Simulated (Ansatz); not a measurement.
Relaxation of GaH₂OS (5 atoms, charge 0, multiplicity 2), to a largest force component of 0.02 eV/Å in at most 50 steps.

These are results of UKS B3LYP/def2-SVPD (Ansatz), not measurements.

```xyz
5
Properties=species:S:1:pos:R:3
O -0.621 -0.243 -0.596
S -1.315 0.877 0.562
Ga 1.059 0.981 0.314
H -1.157 -1.043 -0.583
H 2.035 -0.572 0.302
```

**Question.** Where does it end, and by what steps?

**Answer.** It converged. After 6 steps the energy has fallen by 0.394 eV; O1 moved furthest, 0.30 Å.

```tsv
step	energy less start (eV)	largest force component (eV/Å)	accepted
0	0.0000	1.005	yes
1	-0.3111	0.747	yes
2	-0.3439	0.591	yes
3	-0.3834	0.208	yes
4	-0.3921	0.228	yes
5	-0.3936	0.057	yes
6	-0.3937	0.019	yes
```

```xyz
5
Properties=species:S:1:pos:R:3
O -0.836 -0.120 -0.772
S -1.179 0.817 0.709
Ga 1.072 0.864 0.135
H -0.930 -1.058 -0.543
H 1.872 -0.503 0.471
```

The run took 32 s on 2 threads of Arm Neoverse V1 (shared host), peak memory 0.31 GiB.
